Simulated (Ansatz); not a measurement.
Start from `COBO` and change one atom or group to get `COB(O)O`.

Ansatz, PBE0-D4/def2-TZVP geometries, multiplicity 1. Each molecule was computed in one conformer, which needn't be the lowest.

```
                                                                                  property  `COBO`
                                                     HOMO energy (ωB97M-V/def2-TZVPP) / eV  -11.04
                                            size of the dipole moment (PBE/def2-TZVPP) / D    1.77
                                            zero-point energy (PBE0-D4/def2-TZVP) / kJ/mol   186.0
                                                       HOMO energy (B3LYP/def2-TZVPP) / eV   -8.39
                                          size of the dipole moment (B3LYP/def2-TZVPP) / D    1.82
ideal-gas entropy at 298 K and 1 bar (rigid rotor, harmonic PBE0-D4/def2-TZVP) / J/(mol·K)     295
```

Give the same properties after the change, and the shifts. (Best estimate.)

The calculation gave: 
```tsv
property	`COB(O)O`	shift
HOMO energy (ωB97M-V/def2-TZVPP) / eV	-10.85	0.19
size of the dipole moment (PBE/def2-TZVPP) / D	0.24	-1.53
zero-point energy (PBE0-D4/def2-TZVP) / kJ/mol	203.1	17.1
HOMO energy (B3LYP/def2-TZVPP) / eV	-8.18	0.21
size of the dipole moment (B3LYP/def2-TZVPP) / D	0.27	-1.55
ideal-gas entropy at 298 K and 1 bar (rigid rotor, harmonic PBE0-D4/def2-TZVP) / J/(mol·K)	322	27
```

With PBE0 the HOMO rises by 0.21 eV and the LUMO falls by 0.18 eV, so the gap narrows by about 0.39 eV. PBE moves the HOMO by 0.26 eV and ωB97M-V by 0.19 eV. The zero-point energy changes by 17.1 kJ/mol with +3 modes. Dipoles are sizes alone; their direction can turn.

B3LYP here is the variant with VWN-RPA as its local correlation; programs differ in this.
